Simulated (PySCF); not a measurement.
Rubidium: a sound run and one with changed settings

Sound run: Rb⁺ [Kr], Rb²⁺ [Ar] 3d10 4s2 4p5. Computed with PySCF 2.14 in def2-SVP with the def2 core potential (28 electrons) (5s3p2d, 24 functions), with scalar relativity through the core potential. The sound run starts from symmetry-adapted Hartree-Fock orbitals and uses a fine grid where one is needed.

Changed run: basis STO-3G, all-electron and non-relativistic. This setting is unsound on purpose.

```json
{"species": "Rb⁺", "method": "UHF", "sound run (hartree)": "-23.66254", "changed run (hartree)": "-2907.64744", "converged": "yes"}
{"species": "Rb⁺", "method": "B3LYP", "sound run (hartree)": "-23.93932", "changed run (hartree)": "-2909.02236", "converged": "yes"}
{"species": "Rb⁺", "method": "PBE", "sound run (hartree)": "-23.92454", "changed run (hartree)": "-2908.55170", "converged": "yes"}
{"species": "Rb²⁺", "method": "UHF", "sound run (hartree)": "-22.68381", "changed run (hartree)": "-2906.67963", "converged": "yes"}
{"species": "Rb²⁺", "method": "B3LYP", "sound run (hartree)": "-22.92590", "changed run (hartree)": "-2908.02009", "converged": "yes"}
{"species": "Rb²⁺", "method": "PBE", "sound run (hartree)": "-22.91538", "changed run (hartree)": "-2907.55393", "converged": "yes"}
```

Ionisation energy of Rb⁺:

| method | sound run (eV) | changed run (eV) |
| --- | --- | --- |
| UHF | 26.633 | 26.336 |
| B3LYP | 27.577 | 27.273 |
| PBE | 27.461 | 27.151 |

A minimal basis cannot let orbitals breathe on ionisation and holds almost no correlation. The Hamiltonian changed with the basis, so the totals do not compare.

For comparison, NIST gives 27.290 eV between the lowest levels.
